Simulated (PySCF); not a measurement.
# Excitation energy of Co by level of theory

Co [Ar] 3d7 4s2 (4F) → Co [Ar] 3d7 4s1 5s1 (6F), as a difference of total energies. Calculation: PySCF 2.14, in aug-cc-pVTZ with one added diffuse shell each of s, p, d, f, g type (9s8p6d4f3g, 118 functions); the non-relativistic Hamiltonian (point nucleus). Correlated levels: valence: [Ar] frozen. The calculations carry no spin-orbit coupling.

| method | excitation energy (eV) |
| --- | --- |
| UHF | 4.245 |
| LDA | 5.718 |
| PBE | 5.412 |
| PBE0 | 5.229 |
| r2SCAN | 5.333 |
| PBEsol | 5.396 |
| MN15 | 5.762 |
| BP86 | 5.533 |
| MP2 (valence) | 5.313 |
| SCS-MP2 (valence) | 5.514 |

**Question.** How much does correlation contribute at MP2 (valence)?

**Answer.** 5.313 − (4.245) = 1.068 eV, measured against UHF.

The promoted electron is Rydberg-like, and one or two diffuse shells describe it only roughly, which tends to raise the upper state.
